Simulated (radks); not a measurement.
Ionisation of the samarium ion Sm3+, [Xe] 4f5, to [Xe] 4f4 as the strength of local exchange is varied. All-electron calculation, scalar-relativistic Kohn-Sham, Slater X-alpha exchange (alpha = 2/3 is LDA exchange), no correlation, spin-polarised, spherical densities, point nucleus; open shells are filled with parallel spins first (spin-orbit coupling, left out, can overturn this in heavy ions). Program: a radial shooting solver on a logarithmic mesh with Libxc functionals.

alpha,E(Sm3+) (hartree),exchange (hartree),IE (eV),-e of the level emptied (eV),<r> of it (bohr)
0.655,-10408.7816,-217.2265,41.607,32.149 (4f),0.9007
0.667,-10412.7761,-221.2912,42.022,32.533 (4f),0.8979
0.727,-10432.7722,-241.6603,44.128,34.485 (4f),0.8846
0.763,-10444.7882,-253.9179,45.414,35.681 (4f),0.8769
0.774,-10448.4625,-257.6687,45.811,36.050 (4f),0.8746
0.828,-10466.5187,-276.1182,47.779,37.888 (4f),0.8637
0.985,-10519.1909,-330.1037,53.708,43.458 (4f),0.8348
1,-10524.2369,-335.2884,54.290,44.008 (4f),0.8322

NIST Atomic Spectra Database: 41.6 +/- 0.11 eV (semi-empirical). The Delta-SCF value meets it near alpha = 0.66. Open shells are spherical and high-spin; term and fine-structure splittings are not resolved. Spin-orbit splitting is averaged out at the scalar-relativistic level.
